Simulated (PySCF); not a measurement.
**Rb¹⁹⁺ (rubidium, charge +19): Hartree-Fock from Schrödinger to Dirac-Coulomb-Breit**

Occupied: 1s1/2, 2s1/2, 2p1/2, 2p3/2, 3s1/2, 3p1/2, 3p3/2. Hartree-Fock calculated with PySCF 2.14 in an even-tempered Gaussian basis (18 s from 0.89 bohr⁻², ratio 2.7; 13 p from 1.1 bohr⁻², ratio 2.7), Gaussian nucleus throughout. NR is non-relativistic, sf-X2C the spin-free one-electron X2C Hamiltonian, X2C adds the bare one-electron spin-orbit term, X2C-SNSO screens it by Boettger's factors, DC is four-component Dirac-Coulomb, and the Gaunt and Breit terms are added at first order (total energies over the DC spinors, levels after relaxing the spinors in that mean field). QED terms are absent. Levels marked empty are virtual spinors of this ion; the basis has s and p functions only, so 3d, which can lie below the n = 4 levels, is absent.

| level (eV) | NR | sf-X2C | X2C | X2C-SNSO |
| --- | --- | --- | --- | --- |
| 1s1/2 | -15741.9 | -16023.8 | -16023.3 | -16023.4 |
| 2s1/2 | -2771.5 | -2839.4 | -2839.3 | -2839.3 |
| 2p1/2 | -2580.0 | -2596.6 | -2641.4 | -2638.9 |
| 2p3/2 | -2580.0 | -2596.6 | -2575.3 | -2576.5 |
| 3s1/2 | -930.71 | -947.36 | -947.32 | -947.32 |
| 3p1/2 | -856.51 | -861.70 | -870.98 | -870.46 |
| 3p3/2 | -856.51 | -861.70 | -857.28 | -857.51 |
| 4s1/2 (empty) | -416.71 | -422.26 | -422.26 | -422.26 |
| 4p1/2 (empty) | -392.45 | -394.44 | -397.27 | -397.11 |
| 4p3/2 (empty) | -392.45 | -394.44 | -393.10 | -393.17 |

**Question.** Where do the four-component calculations put these levels?

**Answer.** 1s1/2: DC -16033.1, DC+Gaunt -16007.3, DC+Breit -16009.1; 2s1/2: DC -2840.3, DC+Gaunt -2838.1, DC+Breit -2838.2; 2p1/2: DC -2639.1, DC+Gaunt -2635.3, DC+Breit -2635.7; 2p3/2: DC -2577.2, DC+Gaunt -2574.5, DC+Breit -2574.9; 3s1/2: DC -947.52, DC+Gaunt -947.10, DC+Breit -947.14; 3p1/2: DC -870.48, DC+Gaunt -869.74, DC+Breit -869.84; 3p3/2: DC -857.65, DC+Gaunt -857.14, DC+Breit -857.24; 4s1/2 (empty): DC -422.31, DC+Gaunt -422.17, DC+Breit -422.19; 4p1/2 (empty): DC -397.12, DC+Gaunt -396.88, DC+Breit -396.92; 4p3/2 (empty): DC -393.21, DC+Gaunt -393.04, DC+Breit -393.08 (eV).

| Hamiltonian | E (hartree) | E − E(DC) (hartree) | CPU seconds |
| --- | --- | --- | --- |
| NR | -2737.5651 | 41.8378 | 0.32 |
| sf-X2C | -2778.6439 | 0.7590 | 0.18 |
| X2C | -2778.8825 | 0.5204 | 0.28 |
| X2C-SNSO | -2778.8570 | 0.5460 | 0.28 |
| DC | -2779.4029 | 0.0000 | 9.4 |
| DC+Gaunt | -2777.7126 | 1.6903 | 16 |
| DC+Breit | -2777.8717 | 1.5313 | 47 |

Weight of the small component: 1s1/2 0.0181, 2s1/2 0.00369, 2p1/2 0.00365, 2p3/2 0.00356, 3s1/2 0.00117, 3p1/2 0.00112, 3p3/2 0.00110, 4s1/2 0.000476, 4p1/2 0.000452, 4p3/2 0.000445.

Koopmans' value for the highest occupied level at DC+Breit: 857.24 eV, against an ionisation energy of 857 ± 3 eV (semi-empirical (NIST evaluation); NIST Atomic Spectra Database, ionization energies); the former lacks relaxation, correlation, QED and recoil.

The whole ladder took 76 s of wall time on 1 thread of Neoverse-V1 (shared host), launched as `OMP_NUM_THREADS=1 python relrun2.py TASK.json OUT` (a driver that calls PySCF for each Hamiltonian).
